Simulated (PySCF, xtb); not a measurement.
Se(Cl)(SH) (ClHSSe), SMILES [Se](Cl)S.

GFN2-xTB (xtb 6.7.1) at its own geometry gives an orbital gap of 3.13 eV and a dipole moment of 1.28 D.

Geometry optimised at B3LYP-D3(BJ)/def2-TZVP. Other conformers were not sampled.

Q: What does B3LYP/def2-TZVPD (PySCF) give? (An estimate is asked for; the answer gives what the named calculation found.)

A: gap 4.13 eV (levels -6.94 and -2.81 eV), dipole 1.76 D.
